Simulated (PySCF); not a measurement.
Compound: C₇H₁₂O₂Si.
Atom-mapped SMILES: `[CH3:1][Si:2]([CH3:3])([CH3:4])[O:5][c:6]1[cH:7][cH:8][o:9][cH:10]1`

Structure used (PBE0-D3(BJ)/def2-SVP), in Å, numbered top down from 1:
```xyz
22
C7H12O2Si angstrom
C     -2.4801    0.0486    1.4804
Si    -1.1649    0.0591    0.1586
C     -1.1392    1.6891   -0.7636
C     -1.3823   -1.3873   -1.0126
O      0.2799   -0.1215    1.0247
C      1.5443   -0.1478    0.5821
C      2.0306   -0.1277   -0.7701
C      3.3899   -0.1753   -0.6692
O      3.7717   -0.2230    0.6150
C      2.6548   -0.2078    1.3814
H     -2.3124    0.8580    2.2071
H     -2.4743   -0.9061    2.0286
H     -3.4805    0.1839    1.0402
H     -0.3274    1.7354   -1.5051
H     -2.0914    1.8436   -1.2964
H     -1.0030    2.5272   -0.0625
H     -2.3662   -1.3336   -1.5061
H     -0.6144   -1.4096   -1.8005
H     -1.3298   -2.3404   -0.4639
H      1.4517   -0.0863   -1.6895
H      4.1845   -0.1817   -1.4112
H      2.7849   -0.2436    2.4582
```

Definitions: NICS(0) = −σiso at the ring centroid; NICS(1) = −σiso and NICS(1)zz = −σzz at ±1 Å along the ring normal z. Level: GIAO KT3/pcSseg-1 (PySCF, non-relativistic, gas phase) on the PBE0-D3(BJ)/def2-SVP geometry, one conformer.

Ring bond lengths (Å): C6–C7 1.437, C7–C8 1.364, C8–O9 1.341, O9–C10 1.355, C10–C6 1.369.

Question: What do the NICS probes read (ppm)?

Answer: 
```
           ring                                               type  NICS(0)  NICS(1), two faces  NICS(1)zz, two faces  rms pucker (Å)  centre to ring atoms, mean (Å)
C6–C7–C8–O9–C10  5-membered ring with O; formal bonds all aromatic    -13.6         -9.6 / -9.6         -23.7 / -23.6            0.00                            1.17
```

Question: What can be read from them?

Answer: 
- C6–C7–C8–O9–C10: mean NICS(1)zz -23.7 ppm, shielded. The ring is flat and has no four-coordinate atom; by the NICS criterion it is aromatic.

Question: And the bond-length index? HOMA takes Krygowski's 1993 parameters.

Answer: 
- C6–C7–C8–O9–C10: HOMA 0.39; the largest term is that of O9–C10, α(R − Ropt)² = 1.27.

Question: What is the mean of the two in-plane components of NICS at the second NICS(1) probe listed for ring C6–C7–C8–O9–C10, 1 Å off the ring?

Answer: The isotropic value is a third of the trace: (3 × -9.6 − (-23.6))/2 = -2.6 ppm.

Question: List the ring angles.

Answer: 
- C6–C7–C8–O9–C10: C6 106.0°, C7 105.5°, C8 110.9°, O9 107.9°, C10 109.8°; sum 540.0° against 540° for a flat convex ring.

Question: How shielded are the nuclei of the rings and their hydrogens (means over atoms taken as equivalent)?

Answer: 
```tsv
atoms	environment	σ isotropic (ppm)	principal values of the symmetric part, first atom (ppm)
C6	aromatic carbon bearing oxygen	41.9	-10.2, 39.4, 96.6
C7	aromatic CH carbon	83.6	12.9, 84.8, 153.1
C8	aromatic CH next to a ring oxygen	50.4	-13.6, 56.5, 108.3
O9	furan-type oxygen	65.8	-70.2, 1.6, 265.9
C10	aromatic CH next to a ring oxygen	61.4	8.9, 63.7, 111.7
H20	aromatic hydrogen	25.34	23.0, 24.1, 28.9
H21	aromatic hydrogen	24.32	21.4, 25.0, 26.6
H22	aromatic hydrogen	24.21	21.6, 24.6, 26.4
```

Question: How do the values depend on the level or the medium?

Answer: 
```csv
level,"NICS(0), C6–C7–C8–O9–C10","mean NICS(1)zz, C6–C7–C8–O9–C10"
"KT3/pcSseg-1, gas",-13.6,-23.7
"PBE0/pcSseg-1, gas",-13.3,-24.2
```

The geometry is the same throughout.
